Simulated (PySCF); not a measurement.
# Computed records: AlFH, AlBClFH, AlBFH$_{5}$Si

Computed with PySCF 2.14.0. Calculation on a computer-drawn molecule: the log of a Hartree-Fock and frozen-core CCSD(T) single point meant for a local Hartree-Fock minimum, with one planted fault or none, to be diagnosed. Offsets are logged minus clean, where the clean run is the same molecule without the fault. The reference is restricted for singlets and unrestricted otherwise, and also for a bond in bohr or an excited solution. Adding or removing an electron swaps singlet and doublet. The excited solution moves the top pair (singlet) or top alpha electron (doublet) to the lowest empty orbital. Highest occupied and lowest empty are orbital energies over both spins, largest force is the largest gradient component, triples share is (T) over the correlation energy, the T1 limit is 0.02 restricted and 0.045 unrestricted, electrons count all cores, a negative frequency is imaginary (commonest isotopes), and the dipole is about the centre of nuclear charge.

Common to all runs: meant basis cc-pV(D+d)Z; logged SCF converged yes; possible faults no fault, one electron removed, one electron added, multiplicity raised by two, geometry at a saddle point, SCF held on an excited solution, minimal basis STO-3G, one bond length entered in bohr, all coordinates scaled.

```yaml
- entry: 1
  formula: AlFH
  logged_structure:
    atoms_angstrom:
      - [F, -2.0485, 0.3934, 4.0666]
      - [Al, -2.2523, 1.5818, 2.9263]
      - [H, -4.2029, 0.9548, 0.7279]
  given:
    meant_charge: 0
    meant_multiplicity: 2
    logged_electrons: 23
    logged_basis_functions: 42
    logged_spin_squared: 0.8178
    "logged_highest_occupied [eV]": -9.2444
    "logged_lowest_empty [eV]": 0.59015
    "logged_largest_force [hartree/bohr]": 0.0027337
    logged_T1_diagnostic: 0.028666
    logged_D1_diagnostic: 0.085309
    logged_triples_share: 0.017095
    logged_CC_converged: "yes"
    "logged_dipole_magnitude [debye]": 1.4878
    logged_SCF_stable_within_its_kind: "yes"
    "logged_energy_HF [hartree]": -341.92684
    "logged_energy_CCSD(T) [hartree]": -342.18033
    drawn_bonds_atom: [1, 2]
    drawn_bonds_other_atom: [2, 3]
    drawn_bonds_order: [1, 1]
  results:
    planted_fault: "one bond length entered in bohr, row 2 of the drawn bonds"
    "HF_energy_offset_from_clean_run [kcal/mol]": 32.19
    "CCSD(T)_energy_offset_from_clean_run [kcal/mol]": 31.74
- entry: 2
  formula: AlBClFH
  logged_structure:
    atoms_angstrom:
      - [F, -1.9936, -0.8823, 1.3885]
      - [Al, -1.1264, -1.6154, 0.2209]
      - [B, -1.4303, -0.2853, -1.5487]
      - [Cl, -1.6807, 0.7093, -2.805]
      - [H, -0.2533, -2.8808, 0.1111]
  given:
    meant_charge: 1
    meant_multiplicity: 1
    logged_electrons: 44
    logged_basis_functions: 29
    logged_spin_squared: 0.0
    "logged_highest_occupied [eV]": -15.877
    "logged_lowest_empty [eV]": -2.0015
    "logged_largest_force [hartree/bohr]": 0.050964
    logged_T1_diagnostic: 0.022599
    logged_D1_diagnostic: 0.068129
    logged_triples_share: 0.07099
    logged_CC_converged: "yes"
    "logged_dipole_magnitude [debye]": 2.5891
    logged_SCF_stable_within_its_kind: "yes"
    "logged_energy_HF [hartree]": -816.41079
    "logged_energy_CCSD(T) [hartree]": -816.53985
    drawn_bonds_atom: [1, 2, 3, 2]
    drawn_bonds_other_atom: [2, 3, 4, 5]
    drawn_bonds_order: [1, 1, 1, 1]
  results: {}
  notes: ["T1 above single-reference limit"]
- entry: 3
  formula: AlBFH5Si
  logged_structure:
    atoms_angstrom:
      - [F, 2.1025, -0.0252, 0.2512]
      - [Al, 1.2366, 1.3927, 0.2284]
      - [B, -0.7545, 1.3295, 1.0045]
      - [Si, -2.4784, 0.9185, -0.0116]
      - [H, 1.9784, 2.6414, -0.3836]
      - [H, -0.9291, 1.5729, 2.1719]
      - [H, -3.205, -0.1935, 0.6527]
      - [H, -3.3385, 2.1312, 0.0135]
      - [H, -2.2652, 0.5434, -1.4325]
  given:
    meant_charge: 0
    meant_multiplicity: 1
    logged_electrons: 46
    logged_basis_functions: 99
    logged_spin_squared: 2.0193
    "logged_highest_occupied [eV]": -8.1966
    "logged_lowest_empty [eV]": -1.3125
    "logged_largest_force [hartree/bohr]": 0.026873
    logged_T1_diagnostic: 0.01961
    logged_D1_diagnostic: 0.091534
    logged_triples_share: 0.022021
    logged_CC_converged: "yes"
    "logged_dipole_magnitude [debye]": 1.7138
    logged_SCF_stable_within_its_kind: "yes"
    "logged_energy_HF [hartree]": -657.84332
    "logged_energy_CCSD(T) [hartree]": -658.33099
    drawn_bonds_atom: [1, 2, 3, 2, 3, 4, 4, 4]
    drawn_bonds_other_atom: [2, 3, 4, 5, 6, 7, 8, 9]
    drawn_bonds_order: [1, 1, 1, 1, 1, 1, 1, 1]
  results: {}
- entry: 4
  formula: AlBFH5Si
  logged_structure:
    atoms_angstrom:
      - [F, 2.1025, -0.0252, 0.2512]
      - [Al, 1.2366, 1.3927, 0.2284]
      - [B, -0.7545, 1.3295, 1.0045]
      - [Si, -2.4784, 0.9185, -0.0116]
      - [H, 1.9784, 2.6414, -0.3836]
      - [H, -0.9291, 1.5729, 2.1719]
      - [H, -3.205, -0.1935, 0.6527]
      - [H, -3.3385, 2.1312, 0.0135]
      - [H, -2.2652, 0.5434, -1.4325]
  given:
    meant_charge: 0
    meant_multiplicity: 1
    logged_electrons: 46
    logged_basis_functions: 99
    logged_spin_squared: 0.0
    "logged_highest_occupied [eV]": -6.3891
    "logged_lowest_empty [eV]": -3.1295
    "logged_largest_force [hartree/bohr]": 0.047758
    logged_CC_converged: "no"
    "logged_dipole_magnitude [debye]": 1.8307
    logged_SCF_stable_within_its_kind: "no"
    "logged_energy_HF [hartree]": -657.6365
    drawn_bonds_atom: [1, 2, 3, 2, 3, 4, 4, 4]
    drawn_bonds_other_atom: [2, 3, 4, 5, 6, 7, 8, 9]
    drawn_bonds_order: [1, 1, 1, 1, 1, 1, 1, 1]
  results: {}
  notes: ["CCSD not converged"]
```

Q: AlBClFH (entry 2): planted fault?
A: minimal basis STO-3G

Q: Give the missing planted fault for AlBFH$_{5}$Si (entry 3).
A: multiplicity raised by two

Q: AlBFH$_{5}$Si (entry 4): planted fault?
A: SCF held on an excited solution

Further results for AlBClFH (entry 2):

- HF energy offset from clean run: 5978 kcal/mol
- CCSD(T) energy offset from clean run: 6201 kcal/mol

Further results for AlBFH$_{5}$Si (entry 3):

- HF energy offset from clean run: 49.05 kcal/mol
- CCSD(T) energy offset from clean run: 52.47 kcal/mol

Further results for AlBFH$_{5}$Si (entry 4):

- HF energy offset from clean run: 178.8 kcal/mol
